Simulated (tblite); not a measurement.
Run record: tight-binding relaxation, `C[SiH2][C@@H]([GeH3])[SiH2]/C=C\F`.

Computed with GFN2-xTB geometry optimisation, gas phase (tblite 0.8.0). Start geometry: from a force field or distance geometry. A driver script takes a list of jobs; this job's settings line and coordinates (Å) are shown.

Command:
```bash
OMP_NUM_THREADS=1 python probes_run.py task.json out
```

Input:
```
{"job": {"kind": "relax", "xc": "GFN2-xTB", "basis": "xTB"}, "charge": 0, "multiplicity": 1}
C      2.226200     1.475300    -0.560800
Si     2.102000    -0.345900    -0.447000
C      0.427200    -1.036700    -0.140300
Ge    -0.129000    -0.999800     1.711700
Si    -0.900100    -0.300900    -1.190100
C     -2.019300     0.873600    -0.328300
C     -3.041100     0.493100     0.422000
F     -3.379100    -0.793200     0.640200
H      2.663000     1.713800    -1.565100
H      1.286000     2.025300    -0.361500
H      2.991400     1.810900     0.171000
H      3.000200    -0.814000     0.652700
H      2.652700    -0.955200    -1.655500
H      0.467600    -2.128500    -0.421100
H     -0.659000     0.376400     2.173600
H     -1.230300    -2.109400     1.874700
H      1.056500    -1.427100     2.663800
H     -0.339300     0.329200    -2.401500
H     -1.750900    -1.403900    -1.697700
H     -1.790200     1.944000    -0.444800
H     -3.643200     1.289900     0.903500
```

Output:
```
step      E/eV     max force
  0    -686.37476    2.088
  1    -686.64217    0.943
  2    -686.75906    0.658
  3    -686.82765    0.605
  4    -686.87292    0.567
  5    -686.89266    0.448
  6    -686.90536    0.249
  7    -686.91441    0.228
  8    -686.92343    0.250
  9    -686.92931    0.226
... (136 lines left out)
146    -687.12759    0.018
147    -687.12764    0.021
148    -687.12769    0.020
149    -687.12773    0.015
150    -687.12777    0.015
151    -687.12780    0.016
152    -687.12784    0.018
153    -687.12787    0.016
154    -687.12790    0.011
155    -687.12792    0.009
```

«max force» is the largest atomic force in eV/Å.

Task: From which step on does the largest force stay under 0.1 eV/Å, and how much energy is left to gain from there?

Result: From step 96 (0.096 eV/Å), 12.9 meV above the end.

Main results: energy lowered by 17.4 kcal/mol over 155 steps; largest atomic force 0.009 eV/Å at the end.

Task: How long does this job take on one thread of an Arm Neoverse N1, shared host with 64 logical CPUs at a one-minute load of 59?

Result: About 3.0 s.
Labels such as C1 count atoms from 1, the log's own numbers from 0.
